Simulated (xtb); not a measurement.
Br2Pb, singlet, at a GFN2-xTB geometry (such geometries of metal compounds can be far from the true shape); GFN1-xTB (xtb 6.7.1).

Input for xtb:
```
$ xtb mol.xyz --gfn 1 --opt --json

# file mol.xyz
3

Pb     0.00240630     0.00054633     0.75031546
Br     1.12249584    -1.65311511    -0.88134668
Br    -1.12813346     1.65183512    -0.87653525
```

Question: What does xtb print? Leave out banner, timings and long lists.

Answer: 
```
   ID    Z sym.   atoms
    1   82 Pb     1
    2   35 Br     2, 3

           -------------------------------------------------
          |                Calculation Setup                |
           -------------------------------------------------

           -------------------------------------------------
          |                 G F N 1 - x T B                 |
           -------------------------------------------------

          ...................................................
          :                      SETUP                      :
          :.................................................:
          :  # basis functions                  24          :
          :  # atomic orbitals                  22          :
          :  # shells                            8          :
          :  # electrons                        18          :
          :  # halogen bonds                     0          :
          :  max. iterations                   250          :
          :  Hamiltonian                  GFN1-xTB          :
          :  restarted?                      false          :
          :  GBSA solvation                  false          :
          :  PC potential                    false          :
          :  electronic temp.          300.0000000     K    :
          :  accuracy                    1.0000000          :
          :  -> integral cutoff          0.2500000E+02      :
          :  -> integral neglect         0.1000000E-07      :
          :  -> SCF convergence          0.1000000E-05 Eh   :
          :  -> wf. convergence          0.2000000E-04 e    :
          :  Broyden damping             0.4000000          :
          :  net charge                          0          :
          :  unpaired electrons                  0          :
          ...................................................

 iter      E             dE          RMSdq      gap      omega  full diag
   1     -9.1730384 -0.917304E+01  0.819E+00    1.47       0.0  T
   2     -9.2150552 -0.420167E-01  0.105E+01    5.41       1.0  T
   3     -9.4034922 -0.188437E+00  0.631E+00    4.25       1.0  T
   4     -8.8255601  0.577932E+00  0.208E+01    0.78       1.0  T
   5     -9.4587467 -0.633187E+00  0.297E+00    3.64       1.0  T
   6     -9.4851320 -0.263853E-01  0.131E+00    3.24       1.0  T
   7     -9.4874527 -0.232075E-02  0.987E-01    3.18       1.0  T
   8     -9.4905499 -0.309711E-02  0.335E-01    3.03       1.0  T
   9     -9.4906994 -0.149545E-03  0.256E-01    3.02       1.0  T
  10     -9.4909149 -0.215508E-03  0.407E-02    2.97       1.4  T
  11     -9.4909203 -0.534371E-05  0.564E-03    2.97      10.2  T
  12     -9.4909204 -0.106595E-06  0.152E-04    2.96     380.3  T
  13     -9.4909204 -0.811013E-10  0.874E-06    2.96    6607.1  T

   *** convergence criteria satisfied after 13 iterations ***

         :::::::::::::::::::::::::::::::::::::::::::::::::::::
         ::                     SUMMARY                     ::
         :::::::::::::::::::::::::::::::::::::::::::::::::::::
         :: total energy              -9.480440897960 Eh    ::
         :: gradient norm              0.026592421738 Eh/a0 ::
         :: HOMO-LUMO gap              2.964084439792 eV    ::
         ::.................................................::
         :: SCC energy                -9.490920363094 Eh    ::
         :: -> electrostatic           0.037535653739 Eh    ::
         :: repulsion energy           0.011676208122 Eh    ::
         :: dispersion energy         -0.001196742988 Eh    ::
         :: halogen bond corr.         0.000000000000 Eh    ::
         :: add. restraining           0.000000000000 Eh    ::
         :: total charge               0.000000000000 e     ::
         :::::::::::::::::::::::::::::::::::::::::::::::::::::

      -----------------------------------------------------------
     |                   =====================                   |
     |                        A N C O P T                        |
     |                   =====================                   |
     |               Approximate Normal Coordinate               |
     |                Rational Function Optimizer                |
      -----------------------------------------------------------
      -----------------------------------------------------------
     |                   =====================                   |
     |                        A N C O P T                        |
     |                   =====================                   |
     |               Approximate Normal Coordinate               |
     |                Rational Function Optimizer                |
      -----------------------------------------------------------

          ...................................................
          :                      SETUP                      :
          :.................................................:
          :   optimization level            normal          :
          :   max. optcycles                   200          :
          :   ANC micro-cycles                  20          :
          :   degrees of freedom                 3          :
          :.................................................:
          :   RF solver                   davidson          :
          :   write xtbopt.log                true          :
          :   linear?                        false          :
          :   energy convergence         0.5000000E-05 Eh   :
          :   grad. convergence          0.1000000E-02 Eh/α :
          :   maxmium RF displ.          1.0000000          :
          :   Hlow (freq-cutoff)         0.1000000E-01      :
          :   Hmax (freq-cutoff)         5.0000000          :
          :   S6 in model hess.         20.0000000          :
          ...................................................

generating ANC from exact Hessian ...
Using Lindh-Hessian (1995)
 Shifting diagonal of input Hessian by    8.7861268875814615E-003
[...]
 * total energy  :    -9.4804409 Eh     change       -0.2806644E-12 Eh
 * total energy  :    -9.4638718 Eh     change        0.1656913E-01 Eh
 * total energy  :    -9.4812964 Eh     change       -0.1742459E-01 Eh
 * total energy  :    -9.4819088 Eh     change       -0.6123965E-03 Eh
 * total energy  :    -9.4822510 Eh     change       -0.3422572E-03 Eh
 * total energy  :    -9.4822534 Eh     change       -0.2356918E-05 Eh
   *** GEOMETRY OPTIMIZATION CONVERGED AFTER 6 ITERATIONS ***
[...]
          :  -> SCF convergence          0.1000000E-05 Eh   :
          :  -> wf. convergence          0.2000000E-04 e    :
          :  Broyden damping             0.4000000          :
          :  net charge                          0          :
          :  unpaired electrons                  0          :
          ...................................................

 iter      E             dE          RMSdq      gap      omega  full diag
   1     -9.4894924 -0.948949E+01  0.599E-09    2.89       0.0  T
   2     -9.4894924 -0.177636E-14  0.681E-09    2.89  100000.0  T
   3     -9.4894924  0.355271E-14  0.150E-09    2.89  100000.0  T

   *** convergence criteria satisfied after 3 iterations ***

         :::::::::::::::::::::::::::::::::::::::::::::::::::::
         ::                     SUMMARY                     ::
         :::::::::::::::::::::::::::::::::::::::::::::::::::::
         :: total energy              -9.482253364957 Eh    ::
         :: gradient norm              0.000384566540 Eh/a0 ::
         :: HOMO-LUMO gap              2.892743272740 eV    ::
         ::.................................................::
         :: SCC energy                -9.489492399100 Eh    ::
         :: -> electrostatic           0.038931738535 Eh    ::
         :: repulsion energy           0.008444462756 Eh    ::
         :: dispersion energy         -0.001205428613 Eh    ::
         :: halogen bond corr.         0.000000000000 Eh    ::
         :: add. restraining           0.000000000000 Eh    ::
         :: total charge               0.000000000000 e     ::
         :::::::::::::::::::::::::::::::::::::::::::::::::::::

           -------------------------------------------------
          |                Property Printout                |
           -------------------------------------------------

    * Orbital Energies and Occupations

         #    Occupation            Energy/Eh            Energy/eV
      -------------------------------------------------------------
         1        2.0000           -0.6743241             -18.3493
         2        2.0000           -0.6189784             -16.8433
         3        2.0000           -0.6096681             -16.5899
         4        2.0000           -0.3965191             -10.7898
         5        2.0000           -0.3834971             -10.4355
         6        2.0000           -0.3754414             -10.2163
         7        2.0000           -0.3617685              -9.8442
         8        2.0000           -0.3581695              -9.7463
         9        2.0000           -0.3551061              -9.6629 (HOMO)
        10                         -0.2487997              -6.7702 (LUMO)
        11                         -0.1321377              -3.5956
        12                         -0.1232760              -3.3545
        13                         -0.0170222              -0.4632
        14                         -0.0151220              -0.4115
        15                         -0.0106533              -0.2899
        16                         -0.0082082              -0.2234
        17                         -0.0045752              -0.1245
        18                         -0.0014823              -0.0403
        19                          0.0041355               0.1125
        20                          0.0278722               0.7584
       ...                                ...                  ...
        22                          0.1794949               4.8843
      -------------------------------------------------------------
                  HL-Gap            0.1063064 Eh            2.8927 eV
             Fermi-level           -0.3019529 Eh           -8.2166 eV

  Mulliken/CM5 charges         n(s)   n(p)   n(d)
     1Pb    0.50639  0.51351   1.983  1.510  0.000
     2Br   -0.25319 -0.25675   1.956  5.306 -0.009
     3Br   -0.25320 -0.25675   1.956  5.306 -0.009

Wiberg/Mayer (AO) data.
largest (>0.10) Wiberg bond orders for each atom

 ---------------------------------------------------------------------------
     #   Z sym  total        # sym  WBO       # sym  WBO       # sym  WBO
 ---------------------------------------------------------------------------
     1  82 Pb   2.140 --     2 Br   1.070     3 Br   1.070
     2  35 Br   1.133 --     1 Pb   1.070
     3  35 Br   1.133 --     1 Pb   1.070
 ---------------------------------------------------------------------------

Topologies differ in total number of bonds
Writing topology from bond orders to xtbtopo.mol

 dipole moment from electron density (au)
     X       Y       Z
   0.0074   0.0016   2.2936  total (Debye):    5.830

           -------------------------------------------------
          |                Geometry Summary                 |
           -------------------------------------------------

      molecular mass/u    :      367.0239636
   center of mass at/Å    :        0.0002373       0.0000515       0.0735592
  moments of inertia/u·Å² :        0.2828015E+03   0.6000277E+03   0.8828292E+03
rotational constants/cm⁻¹ :        0.5960942E-01   0.2809476E-01   0.1909501E-01

 * 2 selected distances

     #   Z          #   Z                                           value/Å
     1  82 Pb       2  35 Br                                      2.6247007 (min)
     1  82 Pb       3  35 Br                                      2.6247201 (max)

 * 1 distinct bonds (by element types)

   Z      Z             #   av. dist./Å        max./Å        min./Å
  35 Br  82 Pb          2     2.6247104     2.6247201     2.6247007

optimized geometry written to: xtbopt.xyz

           -------------------------------------------------
          | TOTAL ENERGY               -9.482253364957 Eh   |
          | GRADIENT NORM               0.000384566540 Eh/α |
          | HOMO-LUMO GAP               2.892743272740 eV   |
           -------------------------------------------------

normal termination of xtb
```
